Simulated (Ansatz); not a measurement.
Calculated with Ansatz (gas phase, PBE0-D4/def2-TZVP geometries, no zero-point term in ΔE). CCSD(T)/CBS is the MP2 limit (def2-TZVPP, def2-QZVPP) plus CCSD(T) − MP2 in def2-TZVPP, frozen cores. This one scheme is used for every species. DFT in def2-TZVPP. B3LYP here is the variant with VWN-RPA as its local correlation; programs differ in this. No spin–orbit coupling; open shells (•) take unrestricted orbitals. One conformer a species, not always the lowest.

`N[SiH](F)Cl` + `[SiH3]`• → `[NH][SiH](F)Cl`• + SiH₄  (hydrogen abstraction from the N–H bond)

`N[SiH](F)Cl`:

Cartesian coordinates in Å:
```
N -0.792 0.716 -0.099
Si 0.517 -0.321 0.124
F 1.363 -0.613 -1.194
Cl -0.210 -2.127 0.730
H -1.673 0.398 -0.465
H -0.668 1.710 -0.197
H 1.464 0.237 1.102
```

`[SiH3]`•:

Z-matrix (Å, degrees):
```
Si
H 1 1.486
H 1 1.486 2 111.3
H 1 1.486 2 111.3 3 124.6
```

`[NH][SiH](F)Cl`•:

Cartesian coordinates in Å:
```
N -0.410 1.312 -0.083
Si 0.001 -0.363 -0.199
F 1.567 -0.636 -0.150
Cl -0.866 -1.266 1.406
H 0.223 1.887 0.476
H -0.515 -0.934 -1.450
```

SiH₄:

Cartesian coordinates in Å:
```
Si 0.000 0.000 0.000
H 1.242 0.511 -0.632
H -1.053 1.044 -0.063
H 0.272 -0.343 1.419
H -0.460 -1.212 -0.723
```

CCSD(T)/CBS gives +105.5 kJ/mol.

Problem. Another level gave +100.4 kJ/mol. Which?
A. B3LYP/def2-TZVPP
B. MP2/def2-TZVPP
C. revPBE/def2-TZVPP
D. PBE-D4/def2-TZVPP

Solution. C. revPBE 100.4, MP2/def2-TZVPP 122.9, PBE-D4 108.8, B3LYP 94.6 kJ/mol.

Largest T1 diagnostic among the species: 0.015.

From BLYP to BHLYP (50 % exact exchange), in def2-TZVPP and without D4, ΔE moves by −4.6 kJ/mol. In def2-TZVPP, CCSD(T) changes the Hartree–Fock value by +40.1 kJ/mol (the triples alone add +3.5 kJ/mol) and MP2 by +61.7 kJ/mol. Leaving LDA and LC-ωPBE aside and taking each functional with its dispersion term where it has one, the values, not all of them listed here, spread over 21.9 kJ/mol, from BHLYP-D4 to PBE-QIDH. LDA lies +27.1 kJ/mol from PBE without D4.
